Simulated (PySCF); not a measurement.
# C₆ coefficients of unlike pairs at PBE0

Calculated with PySCF 2.14 from the dipole response of each species, C₆(A,B) = (3/π) ∫ α_A(iu) α_B(iu) du, in atomic units, from isotropic polarisabilities. For ions this is the dispersion term alone; charge-induced terms of lower order in 1/R come first.

```
species           configuration                                                                      basis      relativity  α (bohr³)  C₆ (like pair)
 As(3+)      [Ar] 3d10 4s2 (1S)                                aug-cc-pwCVTZ-PP with ECP10MDF (8s7p6d4f1g)  core potential      6.999           22.05
     C+       [He] 2s2 2p1 (2P)                                                    aug-cc-pVDZ-DK (4s3p2d)   spin-free X2C      6.092           14.65
     Mg           [Ne] 3s2 (1S)                                                       def2-TZVPPD (5s5p3d)            none      74.97           673.9
    Br+  [Ar] 3d10 4s2 4p4 (3P)  x2c-TZVPPall with one added diffuse shell each of s, p, d type (7s6p5d1f)   spin-free X2C      12.46           76.35
```

Q: Estimate C₆ for C+ with As(3+).

A: The integral gives 17.85. The combination rule 2 C_A C_B / (C_A α_B/α_A + C_B α_A/α_B) gives 17.94 and the geometric mean 17.97.

No spin-orbit coupling is included.

The other pairs:

| pair | C₆ |
| --- | --- |
| Mg, C+ | 84.06 |
| Br+, C+ | 33.30 |
| Mg, As(3+) | 99.36 |
| Br+, Mg | 181.4 |
| Br+, As(3+) | 40.84 |
